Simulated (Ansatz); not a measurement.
`C[NH][GaH][InH2]` + H₂S → `C[NH][GaH][SH]` + `[InH3]` at 500 K and 1 bar (cleavage of the Ga–In bond).

Program: Ansatz. Geometries: PBE0-D4/def2-TZVP. ΔE: electronic, gas phase. CCSD(T)/CBS is the MP2 limit (def2-TZVPP, def2-QZVPP) plus CCSD(T) − MP2 in def2-TZVPP, frozen cores. This one scheme is used for every species. Elements past krypton have def2 core potentials. For Ga, In outer-core shells are correlated without core-valence functions, which leaves a few kJ/mol of doubt a bond. Scalar relativity is left out up to krypton. Each species was taken in one conformer, which may not be the lowest.

```
           species  CCSD(T)/CBS energy (Eh)  H − E (kJ/mol)  S (J/(mol·K))
`C[NH][GaH][InH2]`              -2210.71048           243.4          466.3
               H₂S               -398.97279            57.0          224.0
  `C[NH][GaH][SH]`              -2418.12579           230.8          414.4
          `[InH3]`               -191.56739            65.2          255.5
```

H − E and S are ideal-gas, rigid-rotor, harmonic terms from PBE0-D4/def2-TZVP, for one conformer and one mirror image of each species. 1 Eh = 2625.50 kJ/mol, R = 8.31446 J/(mol·K).

Question: By hand: ΔE, ΔH, ΔS and ΔG.

Answer: ΔE = (-2418.12579) + (-191.56739) − (-2210.71048) − (-398.97279) = -0.00991 Eh = -26.0 kJ/mol. Δ(H − E) = 230.8 + 65.2 − 243.4 − 57.0 = -4.4, so ΔH = -30.4 kJ/mol. ΔS = 414.4 + 255.5 − 466.3 − 224.0 = -20.4 J/(mol·K). ΔG = -30.4 − 500 × (-20.4)/1000 = -20.2 kJ/mol.

Question: By hand: the equilibrium constant, and the temperature at which ΔG would vanish if ΔH and ΔS stayed fixed.

Answer: log₁₀ K = −ΔG/(RT ln 10) = 2.1. ΔG = 0 at ΔH/ΔS = 1490 K.

TΔS isn't small against ΔH here. A doubt of 5 kJ/mol in ΔE shifts log₁₀ K by 0.5 here. Other conformers and mirror images would add mixing entropy, several J/(mol·K) or more a flexible species. Modes under 60 cm⁻¹, often nearly free rotors, make the harmonic entropy too high. These are equilibria of isolated gas molecules and say nothing of rates. Largest T1 diagnostic: 0.015 (customary marks: 0.02 for closed shells, 0.045 for open ones).
